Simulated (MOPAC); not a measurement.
MOPAC input (PM3):

```
PM3 FORCE THERMO(298,298) PRECISE LET GEO-OK AUX(PRECISION=9) THREADS=1
H2Sn

Sn    0.00430622 1    0.00001057 1    0.03294628 1
H    -0.13771477 1   -1.24282033 1   -1.11470723 1
H    -0.15351396 1    1.24210544 1   -1.11343947 1
```

Output:

```
 *******************************************************************************
 **                                                                           **
 **                              MOPAC v23.2.5                                **
 **                                                                           **
 *******************************************************************************
 ** MOPAC's Digital Object Identifier: https://doi.org/10.5281/zenodo.6511958 **
 **                                                                           **
 ** Please cite the open-source release paper for use of this MOPAC version:  **
 ** J. E. Moussa and J. J. P. Stewart (2026)                                  **
 ** MOPAC: An open-source semiempirical molecular orbital program             **
 ** J. Open Source Softw., 11(119), 8025, https://doi.org/10.21105/joss.08025 **
 *******************************************************************************

                              PM3 CALCULATION RESULTS

 *******************************************************************************
 *  PM3        - The PM3 Hamiltonian to be used
 *  GEO-OK     - OVERRIDE INTERATOMIC DISTANCE AND OTHER SAFETY CHECKS
 *  LET        - OVERRIDE SOME SAFETY CHECKS
 *  PRECISE    - TIGHTER CRITERIA TO BE USED
 *  FORCE      - FORCE CALCULATION SPECIFIED
 *  AUX        - OUTPUT AUXILIARY INFORMATION
 *  THERMO     - THERMODYNAMIC QUANTITIES TO BE CALCULATED
 *******************************************************************************
PM3 FORCE THERMO(298,298) PRECISE LET GEO-OK AUX(PRECISION=9) THREADS=1
 H2Sn

   ATOM   CHEMICAL          X               Y               Z
  NUMBER   SYMBOL      (ANGSTROMS)     (ANGSTROMS)     (ANGSTROMS)

     1      Sn          0.00430622  *   0.00001057  *   0.03294628  *
     2       H         -0.13771477  *  -1.24282033  *  -1.11470723  *
     3       H         -0.15351396  *   1.24210544  *  -1.11343947  *

          CARTESIAN COORDINATES

    NO.       ATOM           X           Y           Z

     1        Sn          0.0043      0.0000      0.0329
     2         H         -0.1377     -1.2428     -1.1147
     3         H         -0.1535      1.2421     -1.1134

  H: (PM3): J. J. P. STEWART, J. COMP. CHEM. 10, 209 (1989).
 Sn: (PM3): J. J. P. STEWART, J. COMP. CHEM. 12, 320-341 (1991).

           Empirical Formula: H2 Sn  =     3 atoms

      MOLECULAR POINT GROUP   :   C2v

      RHF CALCULATION, NO. OF DOUBLY OCCUPIED LEVELS = 3

          HEAT OF FORMATION =      50.842578 KCALS/MOLE

          CARTESIAN COORDINATE DERIVATIVES

   NUMBER  ATOM         X            Y            Z

     1      Sn     -0.000049    -0.000049     0.000000
     2       H      0.000246    -0.000181     0.000000
     3       H     -0.000198     0.000230     0.000000

 DIPOLE           X         Y         Z       TOTAL
 POINT-CHG.    -2.138    -2.296     0.000     3.137
 HYBRID         2.350     2.524    -0.000     3.448
 SUM            0.212     0.228     0.000     0.311

          GRADIENT NORM =   0.00044

          MOLECULAR WEIGHT =  120.71

          ROTATIONAL CONSTANTS IN CM(-1)

          A =    6.35571836   B =    5.41707113   C =    2.92448773

           PRINCIPAL MOMENTS OF INERTIA IN UNITS OF 10**(-40)*GRAM-CM**2

          A =        4.4043   B =        5.1675   C =        9.5718

          ORIENTATION OF MOLECULE IN FORCE CALCULATION

    NO.       ATOM         X         Y         Z

     1         Sn      -0.0132   -0.0141    0.0000
     2          H       1.6845   -0.0141    0.0000
     3          H      -0.1343    1.6792   -0.0000

    FIRST DERIVATIVES WILL BE USED IN THE CALCULATION OF SECOND DERIVATIVES

    FOR POINT-GROUP C2v  THERE ARE   4 UNIQUE SYMMETRY FUNCTIONS.


(To convert to Hartree/Bohr^2, multiply by (10^(-21) x N x a0^2)/(4.184 x 627.51) =  0.0642)

           FORCE MATRIX IN MILLIDYNES/ANGSTROM

                 Sn  1       H  2       H  3
 ------------------------------------------
    Sn    1   4.265617
     H    2   2.859700   2.876800
     H    3   2.859683   0.175385   2.876800

          HEAT OF FORMATION =      50.842578 KCALS/MOLE

          ZERO POINT ENERGY       7.407 KCAL/MOL

           NORMAL COORDINATE ANALYSIS (Total motion = 1 Angstrom)

   Root No.       1         2         3

                 1 A1      1 B2      2 A1

                 764.8    2202.2    2214.3

           1   -0.0042   -0.0045   -0.0039
           2   -0.0045    0.0042   -0.0041
           3    0.0000   -0.0000    0.0000
           4    0.0029    0.4969    0.4971
           5    0.4969    0.0000   -0.0071
           6   -0.0000   -0.0000    0.0000
           7    0.4954    0.0355   -0.0425
           8    0.0383   -0.4956    0.4953
           9   -0.0000    0.0000   -0.0000

           MASS-WEIGHTED COORDINATE ANALYSIS (NORMAL COORDINATES)

   Root No.       1         2         3

                 1 A1      1 B2      2 A1

                 764.8    2202.2    2214.3

           1   -0.0650   -0.0695   -0.0594
           2   -0.0699    0.0647   -0.0638
           3    0.0000   -0.0000    0.0000
           4    0.0041    0.7039    0.7043
           5    0.7039    0.0000   -0.0100
           6   -0.0000   -0.0000    0.0000
           7    0.7018    0.0502   -0.0602
           8    0.0543   -0.7021    0.7018
           9   -0.0000    0.0000   -0.0000

          DESCRIPTION OF VIBRATIONS

 VIBRATION          1    1A1         ATOM PAIR     ENERGY CONTRIBUTION    RADIAL
 FREQUENCY           764.82         Sn1 -- H 3         +50.0% ( 50.5%)      0.8%
 TRANSITION DIPOLE   0.8630         Sn1 -- H 2         +50.0% ( 50.5%)      0.8%
 TRAVEL (Ang.)       0.4180
 REDUCED MASS        0.5047
 EFFECTIVE MASS      1.2537
 FORCE CONSTANT      0.1739

 VIBRATION          2    1B2         ATOM PAIR     ENERGY CONTRIBUTION    RADIAL
 FREQUENCY          2202.21         Sn1 -- H 2         +50.0% ( 70.9%)     99.3%
 TRANSITION DIPOLE   0.9142         Sn1 -- H 3         +50.0% ( 70.9%)     99.3%
 TRAVEL (Ang.)       0.2463
 REDUCED MASS        0.5046
 EFFECTIVE MASS      1.1949
 FORCE CONSTANT      1.4417

 VIBRATION          3    2A1         ATOM PAIR     ENERGY CONTRIBUTION    RADIAL
 FREQUENCY          2214.28         Sn1 -- H 3         +50.0% ( 70.5%)     99.5%
 TRANSITION DIPOLE   0.2620         Sn1 -- H 2         +50.0% ( 70.5%)     99.5%
 TRAVEL (Ang.)       0.2460
 REDUCED MASS        0.5032
 EFFECTIVE MASS      1.1650
 FORCE CONSTANT      1.4535

      SYMMETRY NUMBER FOR POINT-GROUP C2v =  2

          SYSTEM IS A GROUND STATE

 H2Sn

          MOLECULE IS NOT LINEAR

          THERE ARE  3 GENUINE VIBRATIONS IN THIS SYSTEM
          THIS THERMODYNAMICS CALCULATION IS LIMITED TO
          MOLECULES WHICH HAVE NO INTERNAL ROTATIONS

                    CALCULATED THERMODYNAMIC PROPERTIES
                                          *
   TEMP. (K)   PARTITION FUNCTION   H.O.F.    ENTHALPY  HEAT CAPACITY ENTROPY
                                   KCAL/MOL   CAL/MOLE    CAL/K/MOL  CAL/K/MOL

 298.00  VIB.     0.1026D+01                    56.1496     0.7204     0.2386
         ROT.     0.2633D+03                   888.2803     2.9808    14.0558
         INT.     0.2700D+03                   944.4299     3.7012    14.2944
         TRA.     0.1282D+28                  1480.4672     4.9680    40.2767
         TOT.                       50.843    2424.8971     8.6692    54.5712

   *: NOTE: HEATS OF FORMATION ARE RELATIVE TO THE
            ELEMENTS IN THEIR STANDARD STATE AT 298K
              (=  Standard Enthalpy of Formation).

            Hvib:  Zero-point energy is not included.
                   frequencies of less than zero cm-1 are not included.
            Hrot = (3/2)RT
            Htra = (3/2)RT + pV = (5/2)RT

            Heat capacity is Cp, not Cv

          For more information, see: HTTP://OpenMOPAC.net/Manual/thermochemistry.html

           FORCE CONSTANT IN CARTESIAN COORDINATES (Millidynes/A)

    ATOM   CHEMICAL       X               Y               Z
   NUMBER   SYMBOL  FORCE CONSTANT  FORCE CONSTANT  FORCE CONSTANT

      1      Sn        3.018945        3.012995       -0.000317
      2       H        2.871466        0.172463       -0.000410
      3       H        0.188984        2.854944       -0.000410

 **********************
 *                    *
 * JOB ENDED NORMALLY *
 *                    *
 **********************

 == MOPAC DONE ==
```
